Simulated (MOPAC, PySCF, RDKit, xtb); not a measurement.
Noncovalent pair: H2S (SMILES S) (first 3 atoms) with C2H3N (SMILES CC#N); geometry from B3LYP-D3(BJ)/def2-TZVP, rigid monomers moved along the line of their centres of mass till H2···N6 is 2.65 Å.
(charge 0, multiplicity 1):
```xyz
9

S      0.50697    -0.18187    -0.86164
H      0.38929     0.06577     0.45635
H      0.82500     1.09216    -1.13978
C     -0.23071     0.66970     5.62973
C     -0.03103     0.58417     4.19250
N      0.12642     0.51589     3.05689
H      0.67782     1.02928     6.11319
H     -1.04575     1.35805     5.85403
H     -0.47859    -0.31286     6.03171
```

Monomers are frozen at their geometry in the pair; levels with a basis set take the counterpoise correction. Rows marked so take none. RDKit's UFF carries no charges.

Rows in STO-3G carry no dispersion term and start afresh at each structure. The state that PM6 reach isn't checked.

Programs: MOPAC for PM6 (differences of heats of formation); PySCF for STO-3G rows; RDKit for the force fields; xtb for the GFN methods. Values without a source in brackets are computed.

Q: One of these levels gives -1.59 kcal/mol for the interaction energy. Which?
A) HF/STO-3G (no counterpoise)
B) UFF
C) GFN1-xTB
D) PM6

A: C, GFN1-xTB. The others give -0.05 (UFF), -2.33 (PM6), -1.00 (HF/STO-3G (no counterpoise))
